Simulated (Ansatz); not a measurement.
Two members of one family (Series Snvinyl2X2), computed with Ansatz in the gas phase; def2 core potentials for Sn, no spin–orbit coupling. Binding counts from free atoms in the multiplicity of their measured ground term, without zero-point energy. The structures are stationary points that may keep the symmetry of their start.

First: Sn(vinyl)2(NHMe)2 (singlet, charge 0, r2SCAN-D4/def2-SVP geometry).

```xyz
23

Sn   -0.2238    0.3991   -0.1248
C     0.6692    2.2984    0.2788
C     1.6366    2.7747   -0.5165
H     0.3374    2.8880    1.1443
H     1.9883    2.2131   -1.3911
H     2.1159    3.7446   -0.3296
C    -2.1274    0.3045   -1.0907
C    -3.2400    0.0879   -0.3760
H    -2.1967    0.4318   -2.1797
H    -3.2048   -0.0438    0.7129
H    -4.2306    0.0289   -0.8474
N    -0.5680   -0.4821    1.7023
C    -0.8491   -1.9022    1.7950
H     0.0825   -0.1783    2.4251
H    -1.3204   -2.1523    2.7642
H    -1.5742   -2.1908    1.0140
H     0.0309   -2.5719    1.6791
N     1.1191   -0.5022   -1.3946
C     2.4264   -0.9128   -0.9163
H     0.6962   -1.2120   -1.9918
H     3.1259   -1.0714   -1.7584
H     2.8648   -0.1116   -0.2957
H     2.4417   -1.8396   -0.3030
```

```
              level  HOMO (eV)  LUMO (eV)  gap (eV)  binding per atom (eV)
    PBE-D4/def2-SVP      -4.48      -1.34      3.14                   4.04
   PBE-D4/def2-TZVP      -4.72      -1.54      3.18                   4.02
r2SCAN-D4/def2-TZVP      -4.97      -1.36      3.60                   3.92
   PBE0-D4/def2-SVP      -5.86      -0.40      5.46                   3.97
  PBE0-D4/def2-TZVP      -6.04      -0.60      5.44                   3.95
```

Second: Sn(vinyl)2(NHiPr)2 (singlet, charge 0, r2SCAN-D4/def2-SVP geometry).

```csv
atom,x (Å),y (Å),z (Å)
Sn1,0.3155,0.0598,0.0135
C2,-1.3231,0.2274,-1.3837
C3,-1.1140,0.3764,-2.6993
H4,-2.3546,0.2296,-1.0034
H5,-0.1040,0.3809,-3.1308
H6,-1.9401,0.4927,-3.4142
C7,2.1625,0.3926,-1.0192
C8,3.1896,-0.4418,-0.8113
H9,2.2807,1.2404,-1.7081
H10,3.0983,-1.2918,-0.1229
H11,4.1588,-0.3088,-1.3109
N12,0.5483,-1.7498,0.9643
C13,-0.0469,-2.9919,0.4827
C14,0.3554,-3.2326,-0.9698
C15,-1.5702,-3.0553,0.6497
H16,0.4193,-1.6426,1.9705
H17,0.3885,-3.8153,1.0869
H18,-0.0610,-2.4468,-1.6250
H19,-0.0249,-4.1988,-1.3340
H20,1.4509,-3.2219,-1.0787
H21,-2.0553,-2.2851,0.0240
H22,-1.9767,-4.0374,0.3562
H23,-1.8564,-2.8701,1.6983
N24,0.1451,1.2723,1.6726
C25,-0.1114,2.7050,1.5708
C26,-1.5834,3.0479,1.3157
C27,0.7830,3.3218,0.5005
H28,-0.4779,0.8481,2.3619
H29,0.1757,3.1635,2.5420
H30,-1.9043,2.6567,0.3346
H31,-1.7569,4.1375,1.3249
H32,-2.2307,2.5991,2.0878
H33,0.4905,2.9625,-0.5042
H34,0.6920,4.4193,0.4898
H35,1.8375,3.0566,0.6692
```

**Question.** Estimate how these quantities change from the first to the second (second minus first).

**Answer.** 
| level | Δ HOMO (eV) | Δ LUMO (eV) | Δ gap (eV) | Δ binding per atom (eV) |
| --- | --- | --- | --- | --- |
| PBE-D4/def2-SVP | -0.19 | 0.03 | 0.22 | 0.13 |
| PBE-D4/def2-TZVP | -0.15 | 0.06 | 0.21 | 0.12 |
| r2SCAN-D4/def2-TZVP | -0.16 | 0.06 | 0.21 | 0.13 |
| PBE0-D4/def2-SVP | -0.20 | 0.03 | 0.23 | 0.14 |
| PBE0-D4/def2-TZVP | -0.16 | 0.07 | 0.23 | 0.13 |
